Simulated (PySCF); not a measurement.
From computed data to an observable: dipole moment from atomic charges

difluoro(silyloxy)silane (F₂H₄OSi₂), SMILES F[SiH](F)O[SiH3]. Atoms are numbered in the order given.

```xyz
9

Si     2.0389     0.5650     0.3238
O      0.4757     0.0675     0.6476
Si    -1.0208    -0.3215     0.1523
F     -0.9465    -1.5240    -0.9182
F     -1.6831     0.9283    -0.6202
H      2.0125     1.9057    -0.3219
H      2.6984    -0.4172    -0.5792
H      2.7660     0.6364     1.6174
H     -1.8691    -0.7133     1.2820
```
Charge 0, spin multiplicity 1.

Geometry: B3LYP-D3(BJ)/def2-SVP. A frequency run showed that this geometry is not a minimum. Other conformers were not sampled.

Charges (e) from PySCF with PBE/def2-TZVP:

```json
[
 {"atom": "Si1", "Mulliken": "0.260", "ESP fit": "0.365"},
 {"atom": "O2", "Mulliken": "-0.286", "ESP fit": "-0.350"},
 {"atom": "Si3", "Mulliken": "0.669", "ESP fit": "0.736"},
 {"atom": "F4", "Mulliken": "-0.275", "ESP fit": "-0.253"},
 {"atom": "F5", "Mulliken": "-0.275", "ESP fit": "-0.253"},
 {"atom": "H6", "Mulliken": "-0.020", "ESP fit": "-0.054"},
 {"atom": "H7", "Mulliken": "-0.020", "ESP fit": "-0.054"},
 {"atom": "H8", "Mulliken": "-0.021", "ESP fit": "-0.061"},
 {"atom": "H9", "Mulliken": "-0.033", "ESP fit": "-0.077"}
]
```

The dipole moment of the full density is 1.53 D.

### Question
What dipole moment does each set of point charges give, and which comes closer to that of the density?

### Answer

μ = Σ q r, and 1 e Å = 4.8032 D.
Mulliken: Σ q r = (0.344, 0.057, 0.366) e Å, |μ| = 2.43 D.
ESP fit: Σ q r = (0.212, 0.032, 0.244) e Å, |μ| = 1.56 D.
ESP fit comes closer in size. Point charges leave out the atoms' own dipoles (lone pairs, polarised bonds); fits to the potential absorb them, partitions of the density don't.
